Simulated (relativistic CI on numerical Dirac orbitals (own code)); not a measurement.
# Calculated levels, Cr

Method of calculation: Dirac-Coulomb-Breit CI, orbitals from a KLI potential per configuration, model QED (radiative potential, 1s self-energy scaled to tabulated hydrogen-like ionisation energies), valence Slater integrals scaled by 0.85, P86 correlation estimate, and configurations built on the next ion tied to the tabulated ionisation energy (semi-empirical) (own radial code, finite nucleus).

Configuration list (outside the closed core [Ar]): 3d5 4s, 3d4 4s2, 3d5 4p, 3d4 4s 4p, 3d6, 3d5 4d, 3d5 5s, 3d5 4f, 3d3 4s2 4p, 3d3 4s 4p2, 3d4 4s 5s, 3d4 4p2, 3d5 5p, 3d4 4s 5p, 3d4 4s 4d, 3d4 4s 6s, 3d4 4s 5d, 3d4 4s 6p, 3d5 6s, 3d4 4s 5g, 3d4 4s 4f, 3d4 4s 5f, 3d5 5d, 3d4 4s 6d. Levels of other configurations are missing.

| No. | Configuration | Term | J | E (cm⁻¹) | % | jj configuration (%) |
| --- | --- | --- | --- | --- | --- | --- |
| 1 | 3d5(6S) 4s | 7S | 3 | 0.0 | 97 | 3d3/2^2 3d5/2^3 4s (42) |
| 2 | 3d4 4s2‡ | 5D | 0 | 5040.3 | 93 | 3d3/2^2 3d5/2^2 (63) |
| 3 | 3d4 4s2‡ | 5D | 1 | 5099.0 | 93 | 3d3/2^3 3d5/2 (47) |
| 4 | 3d4 4s2‡ | 5D | 2 | 5213.5 | 93 | 3d3/2^2 3d5/2^2 (62) |
| 5 | 3d4 4s2‡ | 5D | 3 | 5379.0 | 93 | 3d3/2 3d5/2^3 (43) |
| 6 | 3d4 4s2‡ | 5D | 4 | 5589.9 | 93 | 3d3/2 3d5/2^3 (42) |
| 7 | 3d5(6S) 4s | 5S | 2 | 8743.8 | 91 | 3d3/2^2 3d5/2^3 4s (39) |
| 8 | 3d4(5D) 4s<6D> 4p‡ | 7F° | 0 | 19177.4 | 99 | 3d3/2^2 3d5/2^2 4s 4p1/2 (36) |
| 9 | 3d4(5D) 4s<6D> 4p‡ | 7F° | 1 | 19214.2 | 99 | 3d3/2^2 3d5/2^2 4s 4p1/2 (28) |
| 10 | 3d4(5D) 4s<6D> 4p‡ | 7F° | 2 | 19287.5 | 99 | 3d3/2^2 3d5/2^2 4s 4p1/2 (27) |
| 11 | 3d4(5D) 4s<6D> 4p‡ | 7F° | 3 | 19396.5 | 99 | 3d3/2^2 3d5/2^2 4s 4p1/2 (32) |
| 12 | 3d4(5D) 4s<6D> 4p‡ | 7F° | 4 | 19540.2 | 99 | 3d3/2^2 3d5/2^2 4s 4p3/2 (35) |
| 13 | 3d4(5D) 4s<6D> 4p‡ | 7F° | 5 | 19717.2 | 99 | 3d3/2 3d5/2^3 4s 4p3/2 (36) |
| 14 | 3d4(5D) 4s<6D> 4p‡ | 7P° | 2 | 19828.4 | 90 | 3d3/2^2 3d5/2^2 4s 4p3/2 (34) |
| 15 | 3d4(5D) 4s<6D> 4p‡ | 7F° | 6 | 19926.2 | 99 | 3d3/2 3d5/2^3 4s 4p3/2 (45) |
| 16 | 3d4(5D) 4s<6D> 4p‡ | 7P° | 3 | 19934.5 | 90 | 3d3/2^2 3d5/2^2 4s 4p3/2 (31) |
| 17 | 3d4(5D) 4s<6D> 4p‡ | 7P° | 4 | 20071.9 | 89 | 3d3/2 3d5/2^3 4s 4p1/2 (21) |
| 18 | 3d4 4s2‡ | 3H | 4 | 20545.0 | 93 | 3d3/2^2 3d5/2^2 (39) |
| 19 | 3d4 4s2‡ | 3H | 5 | 20658.3 | 93 | 3d3/2^2 3d5/2^2 (66) |
| 20 | 3d4 4s2‡ | 3H | 6 | 20783.3 | 93 | 3d3/2 3d5/2^3 (53) |
| 21 | 3d4(5D) 4s<6D> 4p‡ | 7D° | 1 | 21273.4 | 99 | 3d3/2^2 3d5/2^2 4s 4p3/2 (19) |
| 22 | 3d4(5D) 4s<6D> 4p‡ | 7D° | 2 | 21347.5 | 99 | 3d3/2^2 3d5/2^2 4s 4p1/2 (28) |
| 23 | 3d4(5D) 4s<6D> 4p‡ | 7D° | 3 | 21455.8 | 99 | 3d3/2^2 3d5/2^2 4s 4p3/2 (24) |
| 24 | 3d4 4s2‡ | 3P | 0 | 21521.7 | 91 | 3d3/2^4 (54) |
| 25 | 3d4(5D) 4s<6D> 4p‡ | 7D° | 4 | 21595.6 | 99 | 3d3/2^2 3d5/2^2 4s 4p3/2 (35) |
| 26 | 3d4(5D) 4s<6D> 4p‡ | 7D° | 5 | 21763.9 | 99 | 3d3/2 3d5/2^3 4s 4p3/2 (35) |
| 27 | 3d4 4s2‡ | 3P | 1 | 21868.3 | 91 | 3d3/2^3 3d5/2 (42) |
| 28 | 3d5(4G) 4s | 5G | 6 | 22249.9 | 97 | 3d3/2^2 3d5/2^3 4s (50) |
| 29 | 3d5(4G) 4s | 5G | 5 | 22256.8 | 97 | 3d3/2^2 3d5/2^3 4s (62) |
| 30 | 3d5(4G) 4s | 5G | 4 | 22260.0 | 96 | 3d3/2^2 3d5/2^3 4s (51) |

Energies count from the lowest computed level; ° marks odd parity. Percentages are summed over parent terms; the parents shown are those of the largest component, closed shells are left out there, and <> holds an intermediate term. Filled j subshells are mostly left out of the jj labels. ‡ marks configurations that were not tied to measured data.

The mean weight of the leading LS term, summed over parents, in these 30 levels is 95 %, and that of the leading jj configuration (from the same eigenvectors) 41 %, so LS coupling describes them better.

Configurations that consist of the next ion and one excited electron were tied to the tabulated ionisation energy; Rydberg ones are usually within 1,000 to 3,000 cm⁻¹ and the lowest ones within about 6,000 (9,000 in d shells), while levels on excited terms of the next ion carry the error of that term, and the other configurations can be misplaced by 10,000 cm⁻¹ or more. Rates follow the energies as ν³ (E1, M1) or ν⁵ (E2), so rates, branching and lifetimes can be off by large factors. The fine structure of a lone outer electron comes out too small, for d and f at times inverted, and misplaced configurations move strength between like terms. 38 of the 38 excited levels that our extract of the measured tables holds in this range could be paired (the sources list more); they are missed by 3945 cm⁻¹ on average and 7901 at most, and levels without a partner can miss by more.
